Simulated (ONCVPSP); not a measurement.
**tungsten, ONCV: configuration errors across variants**

* Element: tungsten
* Generator: ONCVPSP 4.0.1
* Type: optimised norm-conserving Vanderbilt (ONCV)
* Functional: PBE
* Relativity: scalar-relativistic
* Frozen core: [Kr] 4d10 4f14
* Valence charge: 14
* Reference configuration: 5s2 5p6 5d4 6s1 6p1
* Partial waves: 5s+6s: rc 1.60 bohr, ncon 3, nbas 7, qcut 8.5 1/bohr, 3 projectors, debl 3.6 Ha; 5p+6p: rc 2.05 bohr, ncon 4, nbas 8, qcut 6.4 1/bohr, 2 projectors; 5d: rc 2.45 bohr, ncon 5, nbas 10, qcut 7.5 1/bohr, 1 projector
* Local potential: polynomial inside 1.25 bohr (lpopt 3, dvloc0 0 Ha)
* Core correction: none

All-electron excitation energies from the reference (eV): (1) 5s2 5p6 5d4 6s2 6p0 -4.495; (2) 5s2 5p6 5d4 6s1 6p0 4.388; (3) 5s2 5p6 5d4 6s0 6p0 20.068; (4) 5s2 5p6 5d3 6s2 6p0 4.335.

2 further variants failed, have other tests or too few solved ones, and are left out.

Errors AE − PS in meV (a dash: test not solved or not reliable):

| change | (1) | (2) | (3) | (4) | bound ghosts | GHOST(+) flags above zero |
| --- | --- | --- | --- | --- | --- | --- |
| base | +1.9 | -1.5 | -0.3 | +1.0 | none | s |
| p: ncon 3, nbas 7 | +1.9 | -1.4 | -0.2 | +1.0 | none | s |
| local potential polynomial inside 1.15 bohr (lpopt 5, dvloc0 3 Ha) | +1.9 | -1.5 | -0.3 | +1.0 | none | s |
| p: qcut 4.3 | +1.7 | -1.5 | -0.9 | -0.6 | none | s |
| s: nproj 2 | +1.9 | -1.5 | -0.3 | +1.0 | none | s |
| core correction Teter function, fcfact 3, rcfact 1.3 | +1.7 | -1.5 | -1.1 | +0.2 | none | s |
| all radii scaled by about 1.33 (s 2.12, p 2.72, d 3.26 bohr); local potential polynomial inside 1.66 bohr (lpopt 3, dvloc0 0 Ha) | +1.2 | -1.3 | -7.2 | +18 | none | none |
| p: rc 2.28 | +1.9 | -1.5 | -0.2 | +1.1 | none | s |

(1) Give the same row for: s: rc 1.92.

## Answers

(1) +1.8, -1.5, -1.2, +0.2; bound ghosts: none; GHOST(+) flags above zero: s.
